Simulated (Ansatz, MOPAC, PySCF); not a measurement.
Complex: N2 (SMILES N#N) (first 2 atoms) with GeH4 (SMILES [GeH4]); geometry from B3LYP-D3(BJ)/def2-TZVP, rigid monomers moved along the line of their centres of mass till N2···Ge3 is 5.04 Å.
(charge 0, multiplicity 1):
```xyz
7

N     -0.214    -0.077    -1.113
N     -0.500     0.378    -0.163
Ge     0.320    -0.134     4.783
H      0.698    -0.456     6.237
H     -0.361    -1.357     4.151
H      1.590     0.209     3.990
H     -0.642     1.062     4.755
```

Interaction energies are E(AB) − E(A) − E(B) at the monomers' geometry in the complex; basis-set methods are counterpoise corrected. Rows marked so take none.

Cores are frozen in the correlated methods. Filled d and f shells under p-block atoms count as core. Rows in 6-31G* carry no dispersion term and start afresh at each structure (6-31G* with six Cartesian d functions); the Pople sets are all-electron and without relativity. The state that PM6 reach isn't checked.

The values were computed with Ansatz (Gaussian orbitals); MOPAC for PM6 (differences of heats of formation); PySCF for 6-31G* rows, the dispersion terms. Each number belongs to the level named beside it.

| level | interaction energy (kcal/mol) |
|---|---|
| PM6 | -0.02 |
| r2SCAN-D4/def2-TZVPPD | -0.11 |
| B3LYP/6-31G* | 0.00 |
| B3LYP/6-31G* (no counterpoise) | -0.14 |
| B3LYP/def2-TZVPPD | 0.04 |
| B3LYP-D4/def2-TZVPPD | (withheld) |
| SCS-MP2/aug-cc-pVDZ | -0.13 |
| CCSD/aug-cc-pVTZ | -0.13 |
| CCSD(T)/aug-cc-pVDZ | -0.15 |

Task: What belongs in the gaps?

Result: 
- B3LYP-D4/def2-TZVPPD, interaction energy (kcal/mol): 0.08

Ansatz is an electronic-structure program.
